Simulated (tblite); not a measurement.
Species: C₈H₁₅PS.
Structure used (GFN2-xTB), in Å, numbered top down from 1:
```
atom  x, y, z in Å
C1    -1.0756    2.8117    0.9661
C2    -0.6731    1.9607    0.0385
P3    -0.2884    0.2376    0.4907
S4    -0.4336   -0.1514    2.3816
C5    -1.3832   -0.7709   -0.5960
C6    -1.5078   -0.4928   -1.8849
C7    -2.0750   -1.8945    0.0990
C8     1.4133   -0.0229   -0.2360
C9     2.3967    0.8166    0.5658
C10    1.7412   -1.5071   -0.1638
H11   -1.3172    3.8403    0.7514
H12   -1.1720    2.4878    1.9927
H13   -0.5608    2.2429   -0.9995
H14   -0.9871    0.3243   -2.3553
H15   -2.1435   -1.0823   -2.5269
H16   -2.6672   -1.5073    0.9286
H17   -2.7204   -2.4434   -0.5828
H18   -1.3388   -2.5755    0.5281
H19    1.3912    0.3087   -1.2800
H20    3.4114    0.6755    0.1974
H21    2.3631    0.5205    1.6142
H22    2.1447    1.8754    0.5038
H23    2.7543   -1.6924   -0.5161
H24    1.0502   -2.0866   -0.7753
H25    1.6665   -1.8507    0.8678
```

All values are computed: GFN2-xTB (tblite) harmonic vibrations without scaling, gas phase. This tight-binding method is rough: wavenumbers can miss measured ones by several per cent, in bad cases by 10 to 20. One conformer, not necessarily the lowest.

Harmonic wavenumbers (cm⁻¹): 35.2, 58.1, 60.9, 99.7, 113.7, 136.4, 157.2, 166.4, 184.8, 199.4, 229.4, 263.9, 286.6, 298.1, 353.5, 382.5, 422.7, 426.7, 539.8, 560.6, 654.7, 674.9, 698.0, 791.6, 891.7, 901.6, 923.6, 937.0, 941.7, 965.8, 980.1, 995.4, 1003.0, 1017.1, 1031.2, 1132.4, 1167.6, 1188.4, 1215.2, 1226.1, 1281.4, 1374.8, 1389.0, 1402.9, 1408.1, 1415.0, 1451.4, 1467.5, 1482.8, 1485.8, 1493.5, 1496.4, 1655.5, 1687.1, 2906.6, 2991.2, 3005.9, 3010.4, 3010.7, 3011.8, 3013.4, 3020.2, 3024.1, 3032.0, 3039.6, 3066.0, 3086.0, 3105.4, 3113.6.

A = 1006, B = 913.4, C = 793.4 MHz; mass 174.063 u (most abundant isotopes); point group C1, symmetry number 1.

What is the zero-point energy?

Half the sum of the wavenumbers: 45120 cm⁻¹ = 129.01 kcal/mol.

What is S at 298.15 K and 1 bar for an ideal gas of classical rigid rotors and harmonic oscillators?

Translation 41.40, rotation 30.47, vibration 47.79: S = 119.7 cal/(mol K).

And Cp and H(298.15 K) − H(0)?

Cp = 52.54 cal/(mol K), of which vibrations give 44.59 (their classical limit is 69 R = 137.1); H(298.15 K) − H(0) = 9.64 kcal/mol without the zero-point energy, 7.27 from vibrations.

Blend soft modes into free rotors: weight 1/[1 + (100 cm⁻¹/ν̃)⁴] for the oscillator and the rest for a rotor with moment μB/(μ + B), μ = h/(8π²ν), B = 10⁻⁴⁴ kg m². What vibrational entropy results?

43.67 cal/(mol K) in place of 47.79, which changes −T·S at 298.15 K by +1.23 kcal/mol.

Which modes carry the vibrational entropy at 298.15 K?

35.2 cm⁻¹: 5.51; 58.1 cm⁻¹: 4.52; 60.9 cm⁻¹: 4.43; 99.7 cm⁻¹: 3.46; 113.7 cm⁻¹: 3.20; 136.4 cm⁻¹: 2.85 cal/(mol K); the other 63 give 23.81 together.

What must be added to the electronic energy to get the Gibbs energy at 298.15 K and 1 bar?

ZPE + [H(298.15 K) − H(0)] − T·S = 129.01 + 9.64 − 35.67 = 102.98 kcal/mol.

How do the functions run with temperature in this model?

```tsv
T (K)	S (cal/(mol K))	Cp (cal/(mol K))	H − H(0) (kcal/mol)	G − H(0) (kcal/mol)	ln q(vib)
150	90.6	34.1	3.22	-10.37	5.38
250	110.9	46.5	7.25	-20.48	9.77
400	136.8	64.8	15.62	-39.11	15.87
600	167.0	84.0	30.61	-69.56	23.38
900	205.0	103.2	58.92	-125.54	33.61
```

q(vib) and H(0) count from the zero-point level.

Hindered rotation and anharmonicity are outside this model. Other conformers, if any are populated, would add a mixing term that is left out. The structure is chiral; the term R ln 2 for an equal mix with its mirror image is left out.
